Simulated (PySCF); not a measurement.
H6MoO, SMILES [OH][MoH5], multiplicity 1.

Coordinates come from a B3LYP-D3(BJ)/def2-TZVP optimisation. The spin state was assumed, not searched. The def2 effective core potentials stand for the cores of Mo; spin–orbit coupling is left out.

Calculation: TDA-ωB97X/def2-SVPD run with PySCF.

Vertical excitations. Isolated molecule, no solvent. State labels are in the subgroup Cs.

Computed UV-visible absorptions:
```tsv
state	symmetry	energy (eV)	λ (nm)	f	main pairs
S1	A'	3.58	346	0.015	HOMO→LUMO 81 %, HOMO→LUMO+1 14 %
S2	A"	3.89	319	0.001	HOMO−1→LUMO 85 %
S3	A'	4.44	279	0.053	HOMO→LUMO+1 79 %, HOMO→LUMO 14 %
S4	A"	4.49	276	0.009	HOMO→LUMO+2 83 %
S5	A"	4.96	250	0.019	HOMO−1→LUMO+1 88 %
S6	A'	5.18	239	0.021	HOMO−1→LUMO+2 57 %, HOMO−3→LUMO 31 %
S7	A"	5.19	239	0.004	HOMO−2→LUMO 86 %
S8	A'	5.24	237	0.017	HOMO−3→LUMO 50 %, HOMO−1→LUMO+2 37 %, HOMO−3→LUMO+1 8 %
S9	A"	6.03	206	0.004	HOMO−2→LUMO+1 67 %, HOMO−3→LUMO+2 25 %
S10	A'	6.11	203	0.005	HOMO−3→LUMO+1 76 %
T1	A'	2.92	424	0	HOMO→LUMO 89 %
T2	A"	3.49	356	0	HOMO−1→LUMO 89 %
T3	A'	3.83	323	0	HOMO→LUMO+1 87 %
T4	A"	4.05	306	0	HOMO→LUMO+2 93 %
```
Triplets are in the Tamm–Dancoff approximation.
